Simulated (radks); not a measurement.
Problem. Lu7+, configuration [Kr] 4d10 4f13 5s2 5p3 (the NIST ground configuration). Calculated with a radial shooting solver on a logarithmic mesh with Libxc functionals: Dirac Kohn-Sham, PBEsol, spin-unpolarised, spherical densities, finite nucleus; open shells fill j = l - 1/2 first; Fermi nuclear charge, rms radius 5.37 fm. Some entries of the table are withheld. Estimate them.

orbital,occ.,eigenvalue (hartree),<r^2> (bohr^2)
1s1/2,2,-2323.534,0.0005125
2s1/2,2,-398.5419,0.007866
2p1/2,2,-380.6789,0.005643
2p3/2,4,-339.6331,0.006852
3s1/2,2,-93.29703,0.05163
3p1/2,2,-85.37458,0.04755
3p3/2,4,-76.62014,0.05426
3d3/2,4,-63.13512,(1)
3d5/2,6,-61.22272,(2)
4s1/2,2,-21.64638,0.2579
4p1/2,2,-18.41697,(3)
4p3/2,4,-16.41818,(4)
4d3/2,4,-11.09647,0.3371
4d5/2,6,-10.73011,0.3511
5s1/2,2,-5.78734,1.365
5p1/2,2,(5),1.596
5p3/2,1,(6),1.795
4f5/2,6,-4.16602,0.5344
4f7/2,7,-4.10500,0.5489

Solution. 
(1) 3d3/2 <r^2> (bohr^2): 0.04236
(2) 3d5/2 <r^2> (bohr^2): 0.04421
(3) 4p1/2 <r^2> (bohr^2): 0.2675
(4) 4p3/2 <r^2> (bohr^2): 0.3043
(5) 5p1/2 eigenvalue (hartree): -4.80154
(6) 5p3/2 eigenvalue (hartree): -4.47087
